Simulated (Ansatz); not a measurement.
Stretch profile

AlBrCl (SMILES [Cl][Al][Br]), doublet, at its PBE0-D4/def2-TZVP minimum:

Cl1  (0.440, 1.761, 0.424)
Al2  (-0.648, 0.131, -0.338)
Br3  (0.197, -1.957, -0.099)
(Å)

The bond length Cl1–Al2 (2.102 Å at the minimum) is set to the values below, with the rest relaxed at PBE0-D4/def2-TZVP at each step. Each method's energies count from its own value at the PBE0-D4 minimum structure. Ansatz 0.2.0; basis: def2-TZVPP; cores frozen in the correlated methods; orbitals are unrestricted. Filled d shells of the heavier atoms are correlated. The def2 sets are not built for correlating such inner shells, so the correlated values are less sure here. B3LYP uses VWN-RPA correlation.

CCSD(T) energies along the scan:
| bond length (Å) | CCSD(T) (eV) |
| --- | --- |
| 1.850 | 0.762 |
| 1.923 | 0.348 |
| 2.030 | 0.052 |
| 2.155 | 0.016 |
| 2.294 | 0.207 |
| 2.443 | 0.551 |
| 2.602 | 0.983 |
| 2.769 | 1.444 |
| 2.943 | 1.892 |
They count from the CCSD(T) energy at the PBE0-D4 minimum.

Minimum and curvature along this coordinate at CCSD(T): A fifth-order fit through the nearest points gives 2.107 Å, with a curvature of about 15 eV/Å².

Largest difference from the CCSD(T) curve over the scan: PBE0-D4 0.102; B3LYP-D4 0.289; wB97M-V 0.107 eV. Each curve counts from its own value at the minimum.

The T1 diagnostic stays at or below 0.018. ⟨S²⟩ of the unrestricted Hartree–Fock references: 0.75 to 0.83 (a pure state has 0.75). The unrestricted reference is spin-contaminated, which hurts MP2 most.

For scale, one of the runs: CCSD(T)/def2-TZVPP, 132 basis functions (an equivalent command: `ansatz run in.yaml --threads 4`). Hardware: 4 CPU threads, shared host. Wall time 23 s; peak host memory 0.96 GiB.
